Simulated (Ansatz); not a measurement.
Basis sets compared for Cs2I (the lowest doublet isomer of a short search). The state is a doublet with charge 0. Geometry PBE-D4/def2-TZVP. Ansatz on 4 threads of Intel Xeon Platinum 8259CL on a shared host; times are rough, and most runs start from earlier orbitals.

```
atom   x (Å)   y (Å)   z (Å)
 Cs1   0.148   0.238  -2.546
 Cs2   0.799   1.171   2.133
  I3  -0.947  -1.409   0.413
```

In the def2 sets Cs, I take a core potential; there is no spin–orbit coupling. The structure comes from a short search, and lower isomers may exist.

Binding counts from free atoms (Cs doublet, I doublet) in the same basis, without a counterpoise term.

```tsv
level	functions	energy (Eh)	HOMO (eV)	LUMO (eV)	binding per atom (eV)	wall time
PBE-D4/def2-SVP	74	-338.1050	-2.21	-1.76	1.41	1.4 s
PBE-D4/def2-TZVP	108	-338.1165	-2.20	-1.71	1.42	2.1 s
r2SCAN-D4/def2-TZVP	108	-338.2522	-2.16	-1.40	1.45	4.2 s
PBE0-D4/def2-SVP	74	-338.1204	-2.54	-1.24	1.42	2.4 s
PBE0-D4/def2-TZVP (with forces)	108	-338.1306	-2.54	-1.19	1.43	7.5 s
```

(1) Estimate the rows for PBE-D4/def2-TZVPD, r2SCAN-D4/def2-TZVPD, PBE0-D4/def2-TZVPD.

## Answers

(1) 
```json
{"level": "PBE-D4/def2-TZVPD", "functions": "123", "energy (Eh)": "-338.1176", "HOMO (eV)": "-2.19", "LUMO (eV)": "-1.68", "binding per atom (eV)": "1.43", "wall time": "2.4 s"}
{"level": "r2SCAN-D4/def2-TZVPD", "functions": "123", "energy (Eh)": "-338.2536", "HOMO (eV)": "-2.14", "LUMO (eV)": "-1.34", "binding per atom (eV)": "1.46", "wall time": "5.5 s"}
{"level": "PBE0-D4/def2-TZVPD", "functions": "123", "energy (Eh)": "-338.1318", "HOMO (eV)": "-2.53", "LUMO (eV)": "-1.14", "binding per atom (eV)": "1.44", "wall time": "2.7 s"}
```
